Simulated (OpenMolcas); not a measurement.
# V4+: input and output

V4+ among 6 point charges of -1 e arranged as a tetragonal octahedron (D4h), 2 Å from the ion, with the axial distance 1.720 Å. With inversion symmetry the input lists one of each pair of outer charges.

Input:

```
&GATEWAY
Coord
1

V 0.0 0.0 0.0
Basis=ANO-RCC-VTZP
Group=XYZ
NoMove
AngMom=0.0 0.0 0.0
AMFI
XField
3 Angstrom 0
2.000000 0.000000 0.000000 -1.000000
0.000000 2.000000 0.000000 -1.000000
0.000000 0.000000 1.720000 -1.000000
&SEWARD
* reference wave functions (RASSCF and RASSI steps not shown): 1 electron in 5 orbitals (3d)
>>> COPY JOB001 $Project.JobIph
&CASPT2
Multistate=5 1 2 3 4 5
NoMult
Frozen=2 3
IPEA=0.25
Imaginary=0.1
MaxIter=60
WThr=0.0 0.3 0.05
PrWF=0.5
NoMix
```

Launched by
```bash
OMP_NUM_THREADS=1 MOLCAS_MEM=1689 MOLCAS_PROJECT=a pymolcas a.inp > a.log  # once for each step of the input, in one work folder
```

Output, cut to the results:

```
--- CASPT2 ---
Orbital specifications:
      -----------------------

      Symmetry species                           1   2
                                                ag  au
      Frozen orbitals                            2   3
      Inactive orbitals                          1   3
      Active orbitals                            5   0
      Secondary orbitals                        22  23
      Deleted orbitals                           0   0
      Number of basis functions                 30  29
Type of calculation                        SS-CASPT2
      Fock operator                              state-specific
      IPEA shift                                 0.25
      Real shift                                 0.00
      Imaginary shift                            0.10
      The input orbitals will be transformed to quasi-canonical
Reference energy:        -951.4027535304
      E2 (Non-variational):      -0.2655126546
      Shift correction:          -0.0000701737
      E2 (Variational):          -0.2655828283
      Total energy:            -951.6683363587
      Residual norm:              0.0000000397
      Reference weight:           0.96135
      Contributions to the CASPT2 correlation energy
      Active & Virtual Only:          0.0000000001
      One Inactive Excited:          -0.0559722637
      Two Inactive Excited:          -0.2095403910
Reference energy:        -951.3936332359
      E2 (Non-variational):      -0.2660146390
      Shift correction:          -0.0000706698
      E2 (Variational):          -0.2660853088
      Total energy:            -951.6597185447
      Residual norm:              0.0000000397
      Reference weight:           0.96119
      Contributions to the CASPT2 correlation energy
      Active & Virtual Only:         -0.0000000003
      One Inactive Excited:          -0.0564539654
      Two Inactive Excited:          -0.2095606733
::    CASPT2 Root  1     Total energy:   -951.66833636
::    CASPT2 Root  2     Total energy:   -951.65971854
::    CASPT2 Root  3     Total energy:   -951.65971859
::    CASPT2 Root  4     Total energy:   -951.65896034
::    CASPT2 Root  5     Total energy:   -951.64119321
```

Spin-orbit levels above the lowest (labels of D4, the rotations of D4h), with the averaged single-state CASPT2 energies on the diagonal:

| E (cm-1) | Degeneracy | Label | 2S+1 | g |
| --- | --- | --- | --- | --- |
| 0 | 2 | E3/2 | 2 | 0.99 1.70 1.70 |
| 1790 | 2 | E1/2 | 2 | 0.01 0.34 0.34 |
| 1950 | 2 | E3/2 | 2 | 0.77 0.94 0.94 |
| 2260 | 2 | E3/2 | 2 | 0.22 2.64 2.64 |
| 6020 | 2 | E1/2 | 2 | 1.99 2.34 2.34 |

Free-ion shares, where given, are those of the reference states; single-state CASPT2 does not remix them. This is an electrostatic model: the charges have no orbitals. No measured value stands beside these numbers.

The CASPT2 steps took 0.87 s on 1 thread of Arm Neoverse V1, on a shared host; the integral step is not counted.
